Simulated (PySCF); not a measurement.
**TcCl₂ at several levels of theory**

All levels use the PBE0 minimum (sextet; Tc–Cl 2.300 Å (×2); Cl–Tc–Cl 180.0°), basis [Tc def2-SVP with ECP28, Cl def2-SVP], scalar-relativistic core potentials, density fitting, no spin–orbit coupling, PySCF. For vertical energies the ionised species is a quintet (spins chosen at PBE0 and kept) and the electron-attached one a quintet. Atomisation goes to high-spin ground-configuration atoms, without zero-point energy. Open shells are unrestricted, also as the reference of the correlated levels. A dash marks a value that was not computed or is not defined at that level.

```csv
level,atomisation (kJ/mol),vertical IP (eV),vertical EA (eV),−ε(HOMO) (eV)
PBE0,832,10.02,1.62,7.70
HF,599,10.40,0.33,11.12
MP2,–,10.19,1.32,–
PBE,870,9.43,1.65,6.12
B3LYP,788,9.80,1.85,7.28
r2SCAN,–,9.83,1.47,6.62
TPSSh,853,9.77,1.56,6.91
M06-2X,793,10.44,1.96,9.12
revPBE,–,9.41,1.54,6.10
```

Spin contamination in at least one species weakens the values at: HF, MP2.

Without diffuse functions attachment energies tend to come out too low.

With open d or f shells other occupations or spin states may lie lower.
